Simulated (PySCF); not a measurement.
[TcNCl4]2- (charge -2 and singlet state).
Z-matrix (Å and degrees, PBE0-D3(BJ)/def2-SVP geometry), rows numbered from 1:
```
Tc
N   1  1.5893
Cl  1  2.4395  2  104.80
Cl  1  2.4398  2  104.80  3   -90.04
Cl  1  2.4397  2  104.56  3   179.94
Cl  1  2.4394  2  104.56  3    89.98
```

Computed at PBE0/pcSseg-1 (def2-TZVP on Tc) (PySCF, non-relativistic but for the core potentials past Kr), with Q(14N) = 0.02044 b, Q(35Cl) = −0.0817 b: N2, 14N (I = 1): χzz = -2.457 MHz, η = 0.000; Cl3, 35Cl (I = 3/2): χzz = -32.85 MHz, η = 0.375.

**Question.** Find the zero-field quadrupole resonance frequencies of 14N at N2.

**Answer.** From ν± = (3/4)|χ|(1 ± η/3) and ν0 = |χ|η/2: ν+ 1.843 MHz, ν− 1.843 MHz (nitrogen bonded to Tc).

**Question.** Find the zero-field quadrupole resonance frequencies of 35Cl at Cl3.

**Answer.** From ν = (|χ|/2)√(1 + η²/3): ν = 16.81 MHz (chlorine bonded to Tc). For 37Cl the ratio of quadrupole moments, 0.7881, gives 13.24 MHz.

In a crystal, neighbours and librations shift these lines. Whether so highly charged an anion holds all its electrons in the gas phase wasn't checked; a finite basis holds them in any case. The ion is multiply charged and computed without counter-ions or solvent. Atoms past krypton carry effective core potentials; spin–orbit coupling is left out. The pcSseg-1 basis has no diffuse functions, a weakness for an anion. The HOMO energy is positive at this level (+2.51 eV), so the outermost electrons may be held by the finite basis alone. The basis is small and wasn't made for field gradients, so the couplings can be 20 % off.
